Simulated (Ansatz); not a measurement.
`[CH3][In]([F])[F]` and `C[CH2][In]([F])[F]` differ in one atom or group.

Ansatz, PBE0-D4/def2-TZVP geometries, multiplicity 1. Each molecule was computed in one conformer, which needn't be the lowest.

Elements past krypton have def2 core potentials.

```json
{"property": "size of the dipole moment (B3LYP/def2-TZVPP) / D", "`[CH3][In]([F])[F]`": "4.65"}
{"property": "HOMO–LUMO gap (PBE/def2-TZVPP) / eV", "`[CH3][In]([F])[F]`": "5.15"}
{"property": "size of the dipole moment (PBE/def2-TZVPP) / D", "`[CH3][In]([F])[F]`": "4.45"}
{"property": "HOMO–LUMO gap (PBE0/def2-TZVPP) / eV", "`[CH3][In]([F])[F]`": "7.55"}
{"property": "HOMO energy (PBE0/def2-TZVPP) / eV", "`[CH3][In]([F])[F]`": "-9.23"}
{"property": "HOMO energy (PBE/def2-TZVPP) / eV", "`[CH3][In]([F])[F]`": "-7.73"}
```

Question: What does the change do to each property? (Best estimate.)

Answer: Ansatz gave: 
| property | `C[CH2][In]([F])[F]` | shift |
| --- | --- | --- |
| size of the dipole moment (B3LYP/def2-TZVPP) / D | 5.06 | 0.41 |
| HOMO–LUMO gap (PBE/def2-TZVPP) / eV | 4.78 | -0.37 |
| size of the dipole moment (PBE/def2-TZVPP) / D | 4.87 | 0.42 |
| HOMO–LUMO gap (PBE0/def2-TZVPP) / eV | 6.98 | -0.57 |
| HOMO energy (PBE0/def2-TZVPP) / eV | -8.62 | 0.61 |
| HOMO energy (PBE/def2-TZVPP) / eV | -7.31 | 0.42 |

Dipoles are sizes alone; their direction can turn.

B3LYP here is the variant with VWN-RPA as its local correlation; programs differ in this.
